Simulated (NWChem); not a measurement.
GeHOI, singlet; SMILES [OH][Ge][I]

```xyz
4

Ge     0.4003     1.3673     0.0000
I     -0.0180    -1.1638     0.0000
O     -1.3072     1.8849     0.0000
H     -1.3993     2.8472     0.0000
```
Atoms are numbered in this order, from 1.

All runs: NWChem. Low-valent species are run as closed-shell singlets; no triplet was tried in these runs. All runs use the structure optimised with PBE0/def2-SVP. def2 effective core potentials on I; no spin-orbit coupling. Level TPSS/def2-TZVP: single points from the atomic guess with DIIS by default; each run changes one setting, and all converged runs end within 0.3 mHa of each other. NWChem's automatic level shift, which a small gap switches on, acted in some of these runs.

Question: Which setting needs the most SCF iterations, or fails (level shift of 0.5 Ha throughout; defaults; DIIS on 3 Fock matrices; no DIIS, 40 % damping; no level shifting)?

Answer: no DIIS, 40 % damping, with 55 against 10 for the defaults.
```json
[
 {"setting": "defaults", "SCF iterations": "10"},
 {"setting": "DIIS on 3 Fock matrices", "SCF iterations": "13"},
 {"setting": "no level shifting", "SCF iterations": "10"},
 {"setting": "level shift of 0.5 Ha throughout", "SCF iterations": "17"},
 {"setting": "no DIIS, 40 % damping", "SCF iterations": "55"}
]
```
